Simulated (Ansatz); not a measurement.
`O[BH][Al]([SiH3])[SiH3]` and `[CH3][Al]([SiH3])[BH]O` differ in one atom or group.

Ansatz, PBE0-D4/def2-TZVP geometries, multiplicity 1. Each molecule was computed in one conformer, which needn't be the lowest.

```
                                        property  `O[BH][Al]([SiH3])[SiH3]`
            HOMO–LUMO gap (PBE0/def2-TZVPP) / eV                       4.68
size of the dipole moment (B3LYP/def2-TZVPP) / D                       2.61
           HOMO–LUMO gap (B3LYP/def2-TZVPP) / eV                       4.34
              HOMO energy (PBE0/def2-TZVPP) / eV                      -6.87
           HOMO energy (ωB97M-V/def2-TZVPP) / eV                      -8.90
  size of the dipole moment (PBE/def2-TZVPP) / D                       2.57
```

Question: What does the change do to each property? (Estimate.)

Answer: Ansatz gave: 
| property | `[CH3][Al]([SiH3])[BH]O` | shift |
| --- | --- | --- |
| HOMO–LUMO gap (PBE0/def2-TZVPP) / eV | 4.28 | -0.40 |
| size of the dipole moment (B3LYP/def2-TZVPP) / D | 1.08 | -1.53 |
| HOMO–LUMO gap (B3LYP/def2-TZVPP) / eV | 3.93 | -0.41 |
| HOMO energy (PBE0/def2-TZVPP) / eV | -6.65 | 0.22 |
| HOMO energy (ωB97M-V/def2-TZVPP) / eV | -8.67 | 0.23 |
| size of the dipole moment (PBE/def2-TZVPP) / D | 0.94 | -1.63 |

With PBE0 the HOMO rises by 0.22 eV and the LUMO falls by 0.18 eV, so the gap narrows by about 0.40 eV. PBE moves the HOMO by 0.22 eV and ωB97M-V by 0.23 eV. Dipoles are sizes alone; their direction can turn.

B3LYP here is the variant with VWN-RPA as its local correlation; programs differ in this.
